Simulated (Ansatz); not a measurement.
C$_{4}$H$_{10}$Al (SMILES C[CH2][Al+][CH2]C), charge +1, singlet, geometry from GFN2-xTB (such geometries of metal compounds can be far from the true shape); Ansatz (an electronic-structure program) with BCCD/pcseg-1.

Ansatz was given this input:
Ansatz 0.2 input:
```yaml
crystal:
  periodic: [false, false, false]
  atoms:
    - {symbol: Al, position_ang: [-0.09023144, 0.01356658, 0.20025252]}
    - {symbol: C, position_ang: [1.51854398, -0.83448371, 0.98657008]}
    - {symbol: C, position_ang: [1.70064142, -2.30365472, 0.52608516]}
    - {symbol: H, position_ang: [1.44417185, -0.80154327, 2.08862801]}
    - {symbol: H, position_ang: [2.41670119, -0.25032418, 0.71706835]}
    - {symbol: H, position_ang: [1.82072654, -2.37342995, -0.55488311]}
    - {symbol: H, position_ang: [0.85099941, -2.92195475, 0.81522816]}
    - {symbol: H, position_ang: [2.59268864, -2.71916556, 0.99087900]}
    - {symbol: C, position_ang: [-1.70196876, 0.86206219, -0.57949163]}
    - {symbol: C, position_ang: [-1.40492777, 2.25919325, -1.18236869]}
    - {symbol: H, position_ang: [-2.47667148, 0.95678279, 0.20282012]}
    - {symbol: H, position_ang: [-2.12654163, 0.20669779, -1.36102555]}
    - {symbol: H, position_ang: [-0.67444291, 2.20108265, -1.98908825]}
    - {symbol: H, position_ang: [-1.02548809, 2.94818966, -0.42798177]}
    - {symbol: H, position_ang: [-2.32286815, 2.67859721, -1.58969727]}
basis:
  gaussian:
    orbitals: pcseg-1.json
total_charge: 1
magnetization: {spin_polarized: false}
correlation: {method: bccd}
```
The basis file holds pcseg-1 in the JSON format of the Basis Set Exchange.

It wrote (shortened):

```
Functional definition: HF
1327 factors; integrals over basis functions are off by at most 1.3e-3 eV
mean field evaluation 1: about -10847.9256 eV, gradient 5.0e1 eV
mean field evaluation 2: about -10848.0743 eV, gradient 5.0e1 eV
mean field evaluation 4: about -10854.4678 eV, gradient 3.5e0 eV
mean field evaluation 8: about -10854.5260 eV, gradient 1.6e-1 eV
mean field evaluation 16: about -10854.3706 eV, gradient 4.6e-1 eV
mean field -10854.52614450 eV, -398.8964783483 hartree, gradient 6.3e-6 eV, S^2 0.000000; 0 other end points of the search recorded, 0 dependent functions left out
9 core orbitals not correlated
reference -10854.52614450 eV, -398.8964783483 hartree; 14, 14 occupied and 101, 101 virtual orbitals, 1327 factors
second order -16.92297467 eV of doubles, -0.00000000 eV of singles
cycle   1  -18.05650225 eV  change    -1.1e0 eV  update   8.7e-2
cycle   2  -18.51167360 eV  change   -4.6e-1 eV  update   2.7e-2
cycle   3  -18.58972962 eV  change   -7.8e-2 eV  update   1.1e-2
cycle   4  -18.58770865 eV  change    2.0e-3 eV  update   3.4e-3
cycle   5  -18.58666760 eV  change    1.0e-3 eV  update   1.4e-3
cycle   6  -18.58610138 eV  change    5.7e-4 eV  update   4.9e-4
cycle   7  -18.58595341 eV  change    1.5e-4 eV  update   1.7e-4
cycle   8  -18.58592147 eV  change    3.2e-5 eV  update   5.7e-5
cycle   9  -18.58591041 eV  change    1.1e-5 eV  update   1.9e-5
Total energy: -10873.11205491 eV, -399.5794979579 hartree
```
